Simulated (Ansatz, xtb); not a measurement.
**Two isomers of CH6SiTe**

We compare a, `C[SiH2][TeH]`, a singlet, with b, `C[Te][SiH3]`, a singlet. Both are isolated molecules in the gas phase, relaxed with B3LYP-D3(BJ)/def2-SVP; the shapes shown needn't be the lowest conformers.

a (Å):

```xyz
9

C    -1.9410    0.4527   -0.7023
Si   -1.4301   -1.3240   -1.0547
Te   -1.5301   -2.7713    1.0207
H    -1.2577    0.9144    0.0274
H    -1.9137    1.0512   -1.6282
H    -2.9602    0.4874   -0.2886
H    -2.3770   -1.9864   -1.9974
H    -0.0567   -1.3674   -1.6337
H    -0.3469   -1.8544    1.7679
```

b (Å):

```yaml
atoms:
  - { symbol: C, position_ang: [-2.2219, 0.5110, 0.5063] }
  - { symbol: Si, position_ang: [-0.8799, -1.9068, -1.5157] }
  - { symbol: Te, position_ang: [-3.0747, -0.7722, -1.0503] }
  - { symbol: H, position_ang: [-1.8204, -0.1103, 1.3161] }
  - { symbol: H, position_ang: [-3.0422, 1.1346, 0.8843] }
  - { symbol: H, position_ang: [-1.4391, 1.1449, 0.0723] }
  - { symbol: H, position_ang: [-1.1257, -2.9001, -2.5987] }
  - { symbol: H, position_ang: [0.1481, -0.9204, -1.9593] }
  - { symbol: H, position_ang: [-0.3689, -2.6031, -0.2989] }
```

Task: Estimate E(b) − E(a) at the level CCSD(T)/def2-TZVP.

Result: Calculated at CCSD(T)/def2-TZVP: E(b) − E(a) = +37.7 kJ/mol, so structure a lies lower.

Level by level:

```csv
level,geometry,E(b) − E(a) (kJ/mol),departure from the last row (kJ/mol),"job, with rough time for the two"
GFN2-xTB,GFN2-xTB,+8.0,−29.6,"optimisation, 0.15 s"
HF/STO-3G,GFN2-xTB,+28.7,−9.0,"single point, 0.62 s"
r2SCAN-D4/def2-SVP,GFN2-xTB,+46.1,+8.4,"single point, 3.2 s"
B3LYP-D3(BJ)/def2-SVP,B3LYP-D3(BJ)/def2-SVP,+42.1,+4.5,"optimisation, 37 s"
HF/def2-TZVP,B3LYP-D3(BJ)/def2-SVP,+43.6,+5.9,part of the CCSD(T) run
MP2/def2-TZVP,B3LYP-D3(BJ)/def2-SVP,+37.1,−0.6,part of the CCSD(T) run
CCSD(T)/def2-TZVP,B3LYP-D3(BJ)/def2-SVP,+37.7,,"single point, 77 s"
```

As drawn, b has 1 C–Te, 1 Si–H in place of 1 C–Si, 1 Te–H.

None of the levels shown reverses the order. The largest departure from CCSD(T)/def2-TZVP is that of GFN2-xTB, 29.6 kJ/mol.

With harmonic frequencies from B3LYP-D3(BJ)/def2-SVP (ideal gas, rigid rotor, one conformer each, 400 K, 1 atm): on the last row, ΔE + ΔZPE = +40.4, ΔH = +40.5, ΔG = +38.1 kJ/mol.

The correlated steps freeze 10 core orbitals; the filled d shell of Te is correlated, in a basis made for valence electrons. Atoms past krypton carry core potentials in the def2 sets, other sets are all-electron and non-relativistic, and no spin–orbit term is included. Mirror images aren't counted in ΔG. Codes used: Ansatz 0.2.0, xtb 6.7.1; the last row on 2 threads of Arm Neoverse V1 on a shared host.
